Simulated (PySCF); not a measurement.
Positional isomers: styrene silyl+mercapto. All species are isolated molecules in the gas phase. One relaxed conformer stands for each flexible species; it need not be the lowest. Strings in code marks are SMILES.

Calculation: PySCF with PBE-D3(BJ)/def2-TZVP // B3LYP-D3(BJ)/def2-SVP. All candidates: neutral, multiplicity 1. Delta-SCF ions had no search for a lower state. Excitations are Tamm–Dancoff values on a coarser integration grid. The basis has no diffuse functions, so Rydberg states are missing or too high.

```json
{
 "vertical ionisation energy (Delta-SCF)": "7.93 eV",
 "LUMO": "-2.23 eV",
 "brightest of the four lowest singlets (TDA)": "4.93 eV"
}
```

Identify which member has these values.
A. `C=C(S)c1ccc([SiH3])cc1` (C–C–S–H torsion -11°, S–C–C–C torsion -38°)
B. `C=C([SiH3])c1ccc(S)cc1` (Si–C–C–C torsion -148°, C–C–S–H torsion -2°)
C. `C=Cc1ccc(S)cc1[SiH3]` (C–C–C–C torsion 16°, C–C–S–H torsion -2°)
D. `C=Cc1cc([SiH3])ccc1S` (C–C–C–C torsion 34°, C–C–S–H torsion 38°)

D, `C=Cc1cc([SiH3])ccc1S` (C–C–C–C torsion 34°, C–C–S–H torsion 38°). The others give `C=C([SiH3])c1ccc(S)cc1` (Si–C–C–C torsion -148°, C–C–S–H torsion -2°): 7.61 eV, -2.11 eV, 3.88 eV; `C=C(S)c1ccc([SiH3])cc1` (C–C–S–H torsion -11°, S–C–C–C torsion -38°): 7.88 eV, -2.21 eV, 3.72 eV; `C=Cc1ccc(S)cc1[SiH3]` (C–C–C–C torsion 16°, C–C–S–H torsion -2°): 7.58 eV, -2.22 eV, 4.01 eV
